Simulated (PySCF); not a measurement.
H2Cl2Si, singlet, at a GFN2-xTB geometry; BLYP/6-31G*, TDA (PySCF).

PySCF was given this input:
```python
from pyscf import gto, scf, dft, tdscf

mol = gto.M(
    atom='''
Si   -0.02091660   -0.75395198    0.03636846
Cl    1.65234680    0.35850615    0.01659573
Cl   -1.63002508    0.44609452   -0.05540734
H    -0.06823602   -1.50249913    1.28292522
H    -0.01840094   -1.62038451   -1.13228636
''',
    basis='6-31g*',
    verbose=4,
)

mf = dft.RKS(mol)
mf.xc = 'blyp'
mf.kernel()
td = mf.TDA()
td.nstates = 5
td.kernel()
td.analyze()
```

Problem. Write the output that PySCF gives for this input, abridged.

Solution. 
```
PySCF version 2.14.0

[INPUT] verbose = 4
[INPUT] num. atoms = 5
[INPUT] num. electrons = 50
[INPUT] charge = 0
[INPUT] spin (= nelec alpha-beta = 2S) = 0
[INPUT] symmetry False subgroup None
[INPUT] Mole.unit = angstrom
[INPUT] Symbol           X                Y                Z      unit          X                Y                Z       unit  Magmom
[...]
nuclear repulsion = 195.022256890313
number of shells = 28
number of NR pGTOs = 161
number of NR cGTOs = 58
basis = 6-31g*
ecp = {}

******** <class 'pyscf.dft.rks.RKS'> ********
method = RKS
initial guess = minao
damping factor = 0
level_shift factor = 0
DIIS = <class 'pyscf.scf.diis.CDIIS'>
diis_start_cycle = 1
diis_space = 8
diis_damp = 0
SCF conv_tol = 1e-09
SCF conv_tol_grad = None
SCF max_cycles = 50
direct_scf = True
direct_scf_tol = 1e-13
XC library pyscf.dft.libxc version 7.1.2
    S. Lehtola, C. Steigemann, M. J. T. Oliveira, and M. A. L. Marques,  SoftwareX 7, 1–5 (2018)
XC functionals = blyp
    A. D. Becke,  Phys. Rev. A 38, 3098 (1988)
    C. Lee, W. Yang, and R. G. Parr,  Phys. Rev. B 37, 785 (1988)
    B. Miehlich, A. Savin, H. Stoll, and H. Preuss,  Chem. Phys. Lett. 157, 200 (1989)
radial grids:
    Treutler-Ahlrichs [JCP 102, 346 (1995); DOI:10.1063/1.469408] (M4) radial grids

becke partition: Becke, JCP 88, 2547 (1988); DOI:10.1063/1.454033
pruning grids: <function nwchem_prune>
grids dens level: 3
symmetrized grids: False
atomic radii adjust function: <function treutler_atomic_radii_adjust>
small_rho_cutoff = 0
Set gradient conv threshold to 3.16228e-05
Initial guess from minao.
tot grids = 76560
init E= -1211.30555541626
[...]
cycle= 1 E= -1211.06299886656  delta_E= 0.243  |g|= 0.323  |ddm|= 2.16
[...]
cycle= 2 E= -1211.02729625501  delta_E= 0.0357  |g|= 0.471  |ddm|=  1.1
[...]
cycle= 3 E= -1211.09533252039  delta_E= -0.068  |g|= 0.0423  |ddm|= 0.696
[...]
cycle= 4 E= -1211.09594963157  delta_E= -0.000617  |g|= 0.0101  |ddm|= 0.079
[...]
cycle= 5 E= -1211.09597723859  delta_E= -2.76e-05  |g|= 0.00234  |ddm|= 0.0135
[...]
cycle= 6 E= -1211.09597943145  delta_E= -2.19e-06  |g|= 0.000271  |ddm|= 0.00448
[...]
cycle= 7 E= -1211.09597945596  delta_E= -2.45e-08  |g|= 3.85e-05  |ddm|= 0.000417
[...]
cycle= 8 E= -1211.09597945635  delta_E= -3.93e-10  |g|= 9.52e-06  |ddm|= 5.76e-05
[...]
Extra cycle  E= -1211.09597945636  delta_E= -1.09e-11  |g|= 7.34e-06  |ddm|= 2.33e-05
converged SCF energy = -1211.09597945636

******** <class 'pyscf.tdscf.rks.TDA'> for <class 'pyscf.dft.rks.RKS'> ********
nstates = 5 singlet
deg_eia_thresh = 1.000e-03
wfnsym = None
conv_tol = 1e-05
eigh lindep = 1e-12
eigh level_shift = 0
eigh max_cycle = 100

Excitation energies (eV)
[7.21654904 7.23163478 7.55072409 7.69389317 7.70747179]

** Singlet excitation energies and oscillator strengths **
Excited State   1:      7.21655 eV    171.81 nm  f=0.0000
      25 -> 26       -0.70341
Excited State   2:      7.23163 eV    171.45 nm  f=0.0059
      25 -> 27        0.70215
Excited State   3:      7.55072 eV    164.20 nm  f=0.0282
      24 -> 26       -0.69669
Excited State   4:      7.69389 eV    161.15 nm  f=0.0151
      23 -> 26       -0.70091
Excited State   5:      7.70747 eV    160.86 nm  f=0.0193
      22 -> 26       -0.35852
      24 -> 27        0.60582

** Transition electric dipole moments (AU) **
state          X           Y           Z        Dip. S.      Osc.
  1         0.0000     -0.0000      0.0000      0.0000      0.0000
  2        -0.0037      0.0089      0.1815      0.0330      0.0059
  3         0.0108      0.3899     -0.0188      0.1525      0.0282
  4        -0.0059      0.0138      0.2831      0.0803      0.0151
  5         0.3198     -0.0085      0.0071      0.1024      0.0193

** Transition velocity dipole moments (imaginary part, AU) **
state          X           Y           Z        Dip. S.      Osc.
  1         0.0000     -0.0000      0.0000      0.0000      0.0000
  2        -0.0011      0.0025      0.0520      0.0027      0.0068
  3         0.0014      0.0515     -0.0025      0.0027      0.0064
  4        -0.0023      0.0054      0.1111      0.0124      0.0292
  5         0.0878     -0.0023      0.0019      0.0077      0.0181

** Transition magnetic dipole moments (imaginary part, AU) **
state          X           Y           Z
  1        -0.0292     -1.0501      0.0506
  2        -0.9211      0.0246     -0.0202
  3        -0.0000      0.0000      0.0000
  4        -0.1162      0.0031     -0.0026
  5        -0.0119      0.0280      0.5736
```
